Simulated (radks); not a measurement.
These are the eigenvalues of the occupied orbitals of an atom or ion with whole-number occupations (eV). Calculated with a radial shooting solver on a logarithmic mesh with Libxc functionals: scalar-relativistic Kohn-Sham, SCAN, spin-polarised, spherical densities, finite nucleus; meta-GGA in the generalised Kohn-Sham scheme; Fermi nuclear charge, rms radius of each element as measured or else 0.836 A^(1/3) + 0.57 fm.

orbital  eigenvalue
1s down   -72017.71
1s up     -72017.70
2s up     -12748.65
2s down   -12748.60
2p up     -11159.55
2p down   -11159.52
3s up     -3178.847
3s down   -3178.098
3p up     -2707.255
3p down   -2706.460
3d up     -2171.829
3d down   -2171.172
4s up     -887.4906
4s down   -885.9250
4p up     -731.3656
4p down   -729.8441
4d up     -534.4794
4d down   -532.9798
5s up     -333.4641
5s down   -332.8126
4f up     -314.8488
4f down   -313.3323

Which element is it, and in what charge state? The configuration may be excited. Open shells, if any, are filled with parallel spins first.

Answer. Z = 75, rhenium, charge +14: Re14+ in [Kr] 4d10 4f13 5s2. The list shows which subshells hold electrons but not how many an open one holds; the 1s level, -2646.6 hartree, gives Z - s = 72.8 by -(Z - s)^2/2, which with screening and relativity narrows Z to a few neighbours, and the depths of the outer levels then fix element, charge and occupations together.
